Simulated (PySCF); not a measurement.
Excited states of Mo⁶⁺ (molybdenum, charge +6)

Ground state [Kr], ¹S. Calculation: PySCF 2.14, in def2-TZVPPD with one added diffuse shell each of s, p, d, f type with the def2 core potential (28 electrons) (7s5p4d3f1g, 72 functions); a scalar-relativistic core potential. Vertical excitation energies in eV without spin-orbit coupling; excited terms of each kind are numbered among those the solver found. Frozen: nothing.

| term | leading excitation | EOM-EE-CCSD |
| --- | --- | --- |
| 1 3P° | 4p → d | 39.323 |
| 1 3F° | 4p → d | 40.785 |
| 1 1D° | 4p → d | 42.941 |
| 1 3D° | 4p → d | 43.178 |
| 1 1F° | 4p → d | 43.549 |
| 1 1P° | 4p → d | 54.090 |
| 1 3D | 4s → d | 69.015 |
| 1 3S | 4p → p | 70.280 |
| 1 1D | 4s → d | 71.121 |
| 2 3D | 4p → p | 71.586 |
| 2 1D | 4p → p | 72.166 |

The spin-orbit splitting of the hole, absent here, rivals or exceeds the spacing of these terms, so the LS terms are model states.

The solver can miss terms.
